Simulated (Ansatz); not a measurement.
Rb3H3⁻. Total charge -1; doublet. Geometry PBE0-D4/def2-TZVPD; atoms count from 1.

```xyz
6

Rb    0.1098    0.1121    2.1628
Rb   -1.4855    0.8683   -1.1051
Rb    2.2222   -1.6023   -1.9243
H    -2.0593    1.4541    1.4216
H     1.6542    1.2018   -0.4146
H    -0.4414   -2.0341   -0.1403
```

In the def2 sets Rb takes a core potential; there is no spin–orbit coupling. The highest occupied level of the charge -1 doublet lies above zero (up to 0.44 eV). By energy differences its removal costs 0.90 eV (vertical, to the charge 0 singlet, at PBE0-D4/def2-TZVPD); a positive level beside a positive removal energy at the same level points to self-interaction error. At PBE0-D4/def2-TZVPD a quartet of charge -1 lies 1.66 eV below the doublet, each at its own geometry. Another isomer (doublet) lies 0.05 eV lower at r2SCAN-D4/def2-TZVPD.

Question: Estimate the Mulliken populations from the PBE0/def2-TZVPD orbitals of Ansatz.

Answer: 
| atom | charge (e) | spin (α − β) |
| --- | --- | --- |
| Rb1 | 0.42 | -0.03 |
| Rb2 | 0.47 | 0.03 |
| Rb3 | -0.28 | 0.97 |
| H4 | -0.59 | 0.00 |
| H5 | -0.51 | 0.02 |
| H6 | -0.51 | 0.02 |
Mulliken values and Mayer orders depend strongly on the basis. With diffuse functions, as here, like atoms can get unlike values, and bond orders can come out too low or too high.

Question: Where does the spin sit?

Answer: Summed by element: Rb 0.96, H 0.04, of 1 unpaired in all. Largest on single atoms: Rb3 0.97, Rb1 -0.03, Rb2 0.03.
